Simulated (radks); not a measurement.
Initial-state core-level shifts of neutral gold when its valence configuration changes from [Xe] 4f14 5d10 6s1. All-electron calculation, Dirac Kohn-Sham, PBEsol, spin-unpolarised, spherical densities, finite nucleus; open shells are shared between the two j in proportion to 2j + 1; Fermi nuclear charge, rms radius 5.4371 fm. Program: a radial shooting solver on a logarithmic mesh with Libxc functionals. Shifts are changes of the shell-averaged eigenvalues in eV (positive: less bound); the change of the density at the nucleus, which sets a Mossbauer isomer shift, is in e/bohr^3, on a base of 2.14e+06.

valence                     2p       4d       5s       5p  density at nucleus
4f14 5d10 6p1           -2.095   -2.116   -2.148   -2.172              -129.3
4f14 5d9.5 6s1.5        -1.493   -1.477   -1.419   -1.340               +78.5
4f14 5d8 6s1 6p2       -10.210  -10.127   -9.829   -9.463               +70.2
4f13 5d10 6s1 6p1      -18.334  -17.087   -9.071   -7.791              +192.9
4f14 5d9 6s2            -3.071   -3.030   -2.903   -2.736              +164.5
4f13 5d10 6s2          -16.212  -14.945   -6.909   -5.617              +327.1
4f14 5d10 6s0.5 6p0.5   -1.119   -1.129   -1.146   -1.159               -62.0
4f14 5d9 6s1 6p1        -5.119   -5.096   -4.987   -4.832               +33.0
4f13 5d8 6s2 6p2       -27.433  -25.988  -17.472  -15.733              +456.9
